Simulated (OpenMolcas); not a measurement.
Pd2+ (d8) in a complex was computed by CASSCF with the d shell active (OpenMolcas, ANO-RCC-VDZP on the metal). Its lowest spin-free states, and all those of the highest spin:

| 2S+1 | Degeneracy | E (cm-1) |
| --- | --- | --- |
| 3 | 3 | 0.0 |
| 3 | 3 | 2567 |
| 3 | 1 | 5734 |
| 1 | 2 | 10092 |
| 1 | 3 | 10211 |
| 3 | 3 | 13153 |
| 1 | 3 | 15646 |
| 1 | 1 | 16411 |
| 1 | 3 | 16558 |
| 1 | 2 | 18503 |
| 1 | 1 | 36101 |

Question: Is the site octahedral, tetrahedral or cube-like, axial, or of lower symmetry?

Answer: The states with 2S+1 = 3 have orbital degeneracies 3, 3, 1, 3. Threefold states need a cubic site. For d8 at this spin an octahedron puts the single A2 below the threefold T2 and a tetrahedron or cube puts the threefold T1 below the threefold T2, so the site is a tetrahedron or a cube, which this pattern cannot tell apart. The run had Pd2+ with 4 ligands (sulfide) in tetrahedral coordination (Td) at 2.42 Å. A charge of +1.5 e stands 2.8 Å behind each ligand. Ligand basis ANO-RCC-VDZP.

An orbital triplet at a regular site is open to Jahn-Teller coupling, which can distort the site and quench the lowest spin-orbit gaps and is left out. Without dynamic correlation the repulsion within the d shell is too large (B by tens of per cent), so at a given field states of lower spin stand too high. Real 4d8 and 5d8 ions are as a rule square planar and diamagnetic. The least metal-like active orbital is 83 % on the metal (Löwdin) and no ligand orbital is active, so the numbers are rough. The sulfide ions are held by bare point charges, a crude embedding. With metal d orbitals alone the field can be off either way by tens of per cent. Ligand-to-metal charge-transfer states are missing. With no ligand orbital active B as a rule stays too high, so bands that hang on it stand too high and its fall with covalency is understated. No measured value stands beside these numbers; the geometry was imposed, not optimised, and the real ion may take another.
